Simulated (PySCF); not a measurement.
Si(F)2(Me)(SH) (CH4F2SSi), SMILES C[Si](F)(F)S. Geometry: B3LYP-D3(BJ)/def2-SVP. One conformer was computed; it need not be the lowest.

Computed with B3LYP-D3(BJ)/def2-SVP (PySCF).

Harmonic wavenumbers (cm⁻¹): 114, 140, 182, 201, 237, 289, 321, 503, 697, 758, 787, 805, 897, 966, 1285, 1426, 1428, 2666, 3039, 3131, 3141. Rotational constants (GHz): 3.621, 2.251, 2.182; symmetry number 1.

Problem. Work out the zero-point energy and the ideal-gas rigid-rotor harmonic-oscillator thermochemistry at 298.15 K and 1 atm.

Solution. ZPE = ½ Σ hcν = ½ × 23013 cm⁻¹ = 32.90 kcal/mol. H − E(el) = 38.13 kcal/mol. Entropy in cal/(mol K): translation 40.11, rotation 27.29, vibration 16.98, total 84.39. G − E(el) = 12.97 kcal/mol. Cp = 26.00 cal/(mol K). Modes under 150 cm⁻¹ make the vibrational entropy uncertain.
